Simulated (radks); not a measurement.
Coulomb parameter of the 3d shell of the manganese ion Mn3+ in the model configuration [Ar] 3d3 4p1, as a second difference U = [E(n + 0.25) + E(n - 0.25) - 2 E(n)] / (0.25)^2 with all orbitals relaxed. "Bare": the charge of the atom changes with n. "Screened": the 4p shell takes up the change at fixed total charge, which measures U(3d,3d) + U(4p,4p) - 2 U(3d,4p). Method: scalar-relativistic Kohn-Sham, LDA (Slater exchange, Perdew-Wang correlation), spin-unpolarised, spherical densities, finite nucleus; Fermi nuclear charge, rms radius 3.7057 fm; computed with a radial shooting solver on a logarithmic mesh with Libxc functionals.

case,configuration,E - E(n) (eV)
start,[Ar] 3d3 4p1,0.000
bare +0.25,[Ar] 3d3.25 4p1,-11.842
bare -0.25,[Ar] 3d2.75 4p1,13.050
screened +0.25,[Ar] 3d3.25 4p0.75,-5.615
screened -0.25,[Ar] 3d2.75 4p1.25,5.979

U(bare) = 19.328 eV, U(screened by 4p) = 5.814 eV, against the Slater integral F0(3d,3d) = 25.402 eV with frozen orbitals.
